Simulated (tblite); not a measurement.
Species: C₄H₉AlF₂O.
SMILES with atom numbers: `[F:1][C@@H:2]1[CH2:3][C@H:4]([F:5])[O+:6]([AlH3-:7])[CH2:8]1` (hydrogens: H9 on C2; H10, H11 on C3; H12 on C4; H13, H14, H15 on Al7; H16, H17 on C8)

Computed with GFN2-xTB (tblite), gas phase: L-BFGS steps from a force-field or distance-geometry start until the largest atomic force falls under 0.01 eV/Å.

Step 29: E = -756.5732 eV
```
atom  x, y, z in Å  |  force x, y, z in eV/Å
F1     -2.3807   -1.3607   -0.0974   -0.012  -0.001  -0.019
C2     -1.5220   -0.4216    0.4191    0.016  -0.021   0.002
C3     -1.2989    0.7162   -0.5852    0.010  -0.009  -0.003
C4      0.0371    0.3471   -1.2145    0.021  -0.023  -0.032
F5     -0.1530   -0.5378   -2.2405   -0.005  -0.055  -0.034
O6      0.7548   -0.2774   -0.2114   -0.006   0.017   0.025
Al7     2.2111    0.4845    0.7057    0.029   0.026  -0.004
C8     -0.1276   -1.0466    0.5973    0.038   0.001  -0.003
H9     -1.9771   -0.0932    1.3574    0.031   0.037   0.004
H10    -2.0849    0.7576   -1.3365   -0.076  -0.023   0.046
H11    -1.2103    1.6712   -0.0728   -0.004   0.023   0.000
H12     0.6387    1.1683   -1.6141   -0.029   0.053  -0.002
H13     2.8769   -0.8821    1.0730    0.033  -0.044   0.056
H14     2.7238    1.3350   -0.5138    0.035   0.021   0.025
H15     1.3826    1.2298    1.8395   -0.004  -0.007  -0.036
H16     0.2598   -0.9884    1.6169   -0.043   0.002   0.039
H17    -0.1373   -2.0899    0.2673   -0.035   0.003  -0.064
```

Step 30: E = -756.5744 eV
```
atom  x, y, z in Å  |  force x, y, z in eV/Å
F1     -2.3815   -1.3607   -0.0924    0.000   0.008  -0.005
C2     -1.5202   -0.4215    0.4204    0.020  -0.002   0.011
C3     -1.2997    0.7144   -0.5862   -0.008   0.009  -0.015
C4      0.0373    0.3480   -1.2163   -0.004  -0.020  -0.039
F5     -0.1518   -0.5356   -2.2445   -0.001  -0.040  -0.022
O6      0.7545   -0.2779   -0.2142    0.053   0.062   0.010
Al7     2.2131    0.4816    0.7063   -0.026   0.044   0.021
C8     -0.1252   -1.0450    0.5960    0.007  -0.036   0.006
H9     -1.9700   -0.0894    1.3600    0.016   0.026   0.000
H10    -2.0891    0.7521   -1.3348   -0.056  -0.026   0.039
H11    -1.2146    1.6721   -0.0775    0.002   0.010   0.003
H12     0.6369    1.1721   -1.6140   -0.033   0.034   0.000
H13     2.8700   -0.8858    1.0778    0.050  -0.060   0.055
H14     2.7266    1.3334   -0.5087    0.049   0.026   0.006
H15     1.3792    1.2288    1.8385    0.009  -0.016  -0.048
H16     0.2636   -0.9871    1.6152   -0.044   0.000   0.034
H17    -0.1362   -2.0875    0.2645   -0.033  -0.018  -0.055
```

Question: Estimate the geometry and energy of step 31. (The exact step hangs on the optimiser's Hessian estimate; all steps are aligned on step 30, rigid shifts and turns removed.)

Answer: E = -756.5758 eV, largest force 0.130 eV/Å
```
atom  x, y, z in Å  |  force x, y, z in eV/Å
F1     -2.3829   -1.3603   -0.0873    0.020   0.020   0.017
C2     -1.5181   -0.4215    0.4217    0.021   0.024   0.015
C3     -1.3007    0.7125   -0.5877   -0.028   0.023  -0.024
C4      0.0372    0.3483   -1.2191   -0.035  -0.008  -0.035
F5     -0.1507   -0.5342   -2.2495    0.010  -0.014   0.004
O6      0.7547   -0.2778   -0.2171    0.091   0.093  -0.009
Al7     2.2153    0.4792    0.7074   -0.064   0.040   0.044
C8     -0.1225   -1.0438    0.5944   -0.029  -0.062   0.008
H9     -1.9620   -0.0850    1.3626    0.001   0.010  -0.008
H10    -2.0955    0.7457   -1.3315   -0.026  -0.027   0.029
H11    -1.2192    1.6731   -0.0827    0.011  -0.011   0.000
H12     0.6342    1.1766   -1.6140   -0.037   0.004  -0.003
H13     2.8644   -0.8905    1.0849    0.055  -0.058   0.046
H14     2.7314    1.3329   -0.5023    0.060   0.028  -0.013
H15     1.3767    1.2278    1.8365    0.015  -0.019  -0.051
H16     0.2667   -0.9857    1.6138   -0.041  -0.010   0.017
H17    -0.1361   -2.0852    0.2600   -0.023  -0.033  -0.038
```

The energy changes by -0.0014 eV. The first-order estimate −F·Δx gives -0.0019 eV and the mean of the old and new forces, exact on a quadratic surface, -0.0014 eV. The step makes an angle of 69° with the force vector and moves no atom by more than 0.010 Å.

The cost below is that of the whole relaxation. The run took 0.92 s wall on an Arm Neoverse N1 with one thread, on a shared host.
